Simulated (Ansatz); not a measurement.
Species: sum formula BNH3, net charge 1, singlet state. 
Structure (B3LYP-D3(BJ)/def2-TZVP (Ansatz, an electronic-structure program) minimum search):
```xyz
5

B      0.7782    -0.0947    -0.0152
N     -0.5234     0.0637     0.0102
H      1.9379    -0.2359    -0.0377
H     -0.9781     0.9707     0.1288
H     -1.1866    -0.7071    -0.0866
```
Charge +1, spin multiplicity 1.

Basis-set convergence of Hartree-Fock and CCSD(T) correlation energies (hartree) with Ansatz. Correlated levels leave the core frozen unless marked. No spin-orbit coupling. No relativistic terms.

| basis | functions | E(HF) | E(corr, CCSD(T)) |
|---|---|---|---|
| aug-cc-pVDZ | 73 | -80.62712 | -0.26654 |
| aug-cc-pVTZ | 161 | … | … |

Task: Fill in the missing entries.

Result: 
- aug-cc-pVTZ, E(HF): -80.64831
- aug-cc-pVTZ, E(corr, CCSD(T)): -0.31536
